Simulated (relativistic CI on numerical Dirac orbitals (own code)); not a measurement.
Rh²⁺ (4d7) in a crystal field

Calculated by Dirac-Coulomb-Breit CI, separate exchange-only KLI orbitals for each configuration, a model potential for QED, valence Slater integrals scaled by 0.8, one configuration in a parametric crystal field (own radial code).

Field parameters in Wybourne normalisation: Oh B⁴₀ = 21Dq, B⁴₄ = √(5/14) B⁴₀; Td as Oh with Dq negative (B⁴₀ = 21Dq, B⁴₄ = √(5/14) B⁴₀). The field is a parameter set, without covalency.

S and J are read from ⟨S²⟩ = S(S + 1) and ⟨J²⟩ = J(J + 1) of each level; they are not fictitious spins.

Td, 10Dq = -9200 cm⁻¹, the lowest 10 levels:

| E (cm⁻¹) | Degeneracy | Irrep | S | J |
| --- | --- | --- | --- | --- |
| 0.0 | 4 | Γ8 | 1.49 | 3.80 |
| 8362 | 4 | Γ8 | 1.43 | 4.09 |
| 8969 | 2 | Γ6 | 1.47 | 3.84 |
| 9583 | 4 | Γ8 | 1.48 | 3.32 |
| 9962 | 2 | Γ7 | 1.50 | 3.25 |
| 13091 | 2 | Γ6 | 1.16 | 3.92 |
| 13617 | 4 | Γ8 | 1.00 | 3.77 |
| 13998 | 4 | Γ8 | 0.73 | 3.97 |
| 14844 | 2 | Γ6 | 1.02 | 4.05 |
| 15037 | 2 | Γ7 | 1.40 | 2.81 |

Td, 10Dq = -3650 cm⁻¹, the lowest 10 levels:

```csv
E (cm⁻¹),Degeneracy,Irrep,S,J
0.0,4,Γ8,1.49,4.11
3098,4,Γ8,1.48,4.31
3647,2,Γ6,1.48,4.09
4510,4,Γ8,1.49,3.25
4707,2,Γ7,1.50,3.33
5664,2,Γ6,1.48,3.93
6838,4,Γ8,1.49,3.20
7814,2,Γ7,1.48,2.70
8264,4,Γ8,1.48,2.08
13155,4,Γ8,0.55,4.47
```

Oh, 10Dq = 23150 cm⁻¹, the lowest 10 levels:

| E (cm⁻¹) | Degeneracy | Irrep | S | J |
| --- | --- | --- | --- | --- |
| 0.0 | 4 | Γ8 | 0.54 | 3.97 |
| 8143 | 2 | Γ6 | 1.50 | 4.16 |
| 8885 | 4 | Γ8 | 1.49 | 3.76 |
| 10252 | 2 | Γ7 | 1.50 | 2.88 |
| 10388 | 4 | Γ8 | 1.48 | 3.06 |
| 20777 | 4 | Γ8 | 0.53 | 4.46 |
| 21913 | 4 | Γ8 | 0.53 | 3.96 |
| 21914 | 2 | Γ6 | 0.51 | 4.78 |
| 22261 | 2 | Γ7 | 0.52 | 3.70 |
| 25958 | 4 | Γ8 | 0.53 | 2.89 |

Td, 10Dq = -4800 cm⁻¹, the lowest 10 levels:

```tsv
E (cm⁻¹)	Degeneracy	Irrep	S	J
0.0	4	Γ8	1.49	4.00
4199	4	Γ8	1.47	4.24
4755	2	Γ6	1.48	3.98
5501	4	Γ8	1.49	3.25
5752	2	Γ7	1.50	3.30
7315	2	Γ6	1.47	4.00
8446	4	Γ8	1.48	3.28
9438	2	Γ7	1.47	2.73
9866	4	Γ8	1.48	2.19
13328	4	Γ8	0.56	4.45
```

Oh, 10Dq = 33200 cm⁻¹, the lowest 16 levels:

```csv
E (cm⁻¹),Degeneracy,Irrep,S,J
0.0,4,Γ8,0.51,3.96
18040,2,Γ6,1.50,4.10
18741,4,Γ8,1.49,3.70
20051,2,Γ7,1.50,2.86
20102,4,Γ8,1.49,2.97
30617,4,Γ8,0.51,4.51
31647,2,Γ6,0.51,4.80
31750,4,Γ8,0.51,3.92
32076,2,Γ7,0.51,3.72
36020,4,Γ8,0.51,2.87
36867,2,Γ6,0.50,2.66
47335,2,Γ7,0.52,3.56
48525,4,Γ8,0.51,3.47
50508,4,Γ8,1.50,3.63
50583,2,Γ6,1.50,3.68
51148,4,Γ8,1.49,3.44
```

The free-ion ground term has S = 3/2. The field overcomes the spin-pairing energy for Oh, 10Dq = 23150 cm⁻¹; Oh, 10Dq = 33200 cm⁻¹, where the ground state has lower spin; these fields are assumed values.

Levels of this model without a field, named by their leading LS term (the scale mimics covalency, so terms lie below those of the real free ion): ⁴F9/2 0, ⁴F7/2 2028, ⁴F5/2 3310, ⁴F3/2 4118, ⁴P3/2 11953, ⁴P5/2 12087, ²G9/2 12435, ⁴P1/2 13391 cm⁻¹.
